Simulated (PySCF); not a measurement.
Runs that did not reach their result, on `FC(F)OC1=C[CH-]C=C1` (driver script around PySCF, density fitting, GFN2-xTB geometry as the base; each input is a line of settings and coordinates in Å).

Command:
```bash
OMP_NUM_THREADS=1 python probes_run.py task.json out
```
Input:
```
{"job": {"kind": "j", "xc": "B97-D", "basis": "6-31G-J", "scf": {"diis": false, "conv": 0.01, "max_cycle": 92}}, "charge": -1, "multiplicity": 1}
F      2.906439    -0.910954     1.374796
C      2.207964    -0.042551     0.547641
F      3.238214     0.689361    -0.016151
O      1.498681    -0.674646    -0.344184
C      0.093753    -0.316664    -0.342587
C     -0.953665    -1.213199    -0.162092
C     -2.129724    -0.464630    -0.205294
C     -1.796532     0.874199    -0.390879
C     -0.408065     0.975579    -0.472937
H      1.654314     0.649396     1.207889
H     -0.862661    -2.279772    -0.033291
H     -3.130916    -0.861412    -0.106936
H     -2.491522     1.699878    -0.460528
H      0.173042     1.874942    -0.617613
```

Output:
```
KeyError: 'Element f (Z=9) not found in basis 6-31G-J version 0'
```

Q: What went wrong, and what mends it?

A: The basis 6-31G-J in the Basis Set Exchange has no functions for fluorine, so the input was refused before any integral. Choose a basis that covers all elements. The run gave no result.

Input:
```
{"job": {"kind": "j", "xc": "LDA", "basis": "6-31G-J", "scf": {"guess": "1e", "max_cycle": 54}}, "charge": -1, "multiplicity": 1}
(coordinates as above)
```

Output:
```
KeyError: 'Element f (Z=9) not found in basis 6-31G-J version 0'
```

Q: Diagnose the run.

A: The basis 6-31G-J in the Basis Set Exchange has no functions for fluorine, so the input was refused before any integral. Choose a basis that covers all elements. The run gave no result.
